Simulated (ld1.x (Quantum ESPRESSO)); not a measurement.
## An all-electron radial function and its pseudo partner (praseodymium)

Columns: radius, all-electron u(r) and pseudo u(r) of the 5s shell (level -39.03 eV) of praseodymium in the configuration [Kr] 4d10 4f3 5s2 5p6 5d0 6s2 6p0; PBE, scalar-relativistic, TM semilocal scheme, ld1.x (Quantum ESPRESSO) 7.5.

| r (bohr) | all-electron | pseudo |
| --- | --- | --- |
| 0.145 | 0.1831 | 0.0366 |
| 0.290 | 0.0874 | 0.0824 |
| 0.435 | -0.4636 | 0.1485 |
| 0.580 | -0.4275 | 0.2476 |
| 0.725 | -0.0354 | 0.3894 |
| 0.870 | 0.3912 | 0.5689 |
| 1.015 | 0.7085 | 0.7545 |
| 1.160 | 0.8915 | 0.8970 |
| 1.305 | 0.9616 | 0.9617 |
| 1.450 | 0.9516 | 0.9516 |
| 1.595 | 0.8911 | 0.8911 |
| 1.740 | 0.8034 | 0.8034 |
| 1.885 | 0.7048 | 0.7048 |
| 2.030 | 0.6058 | 0.6058 |
| 2.175 | 0.5127 | 0.5127 |
| 2.320 | 0.4287 | 0.4287 |
| 2.465 | 0.3550 | 0.3550 |
| 2.610 | 0.2918 | 0.2918 |
| 2.755 | 0.2384 | 0.2384 |
| 2.900 | 0.1938 | 0.1938 |
| 3.045 | 0.1569 | 0.1569 |
| 3.190 | 0.1266 | 0.1266 |
| 3.335 | 0.1019 | 0.1019 |
| 3.480 | 0.0819 | 0.0819 |
| 3.625 | 0.0656 | 0.0656 |
| 3.770 | 0.0526 | 0.0526 |

(1) How many radial nodes do the two functions have?

(2) At about which radius was the pseudo-wave matched?

(3) Is the pseudo-wave norm-conserving?

Results:

(1) The all-electron 5s function has n − l − 1 = 4 (the table is too coarse to show those close to the nucleus); the pseudo-wave has 0, since the states of the same l below it are removed with the core.

(2) 1.50 bohr. The columns agree to 0.0005 from 1.30 bohr on; several derivatives are matched, so the curves merge somewhat inside the radius.

(3) Yes: the TM semilocal scheme keeps the norm inside the radius equal to the all-electron one, which fixes the energy derivative of the logarithmic derivative at the level.
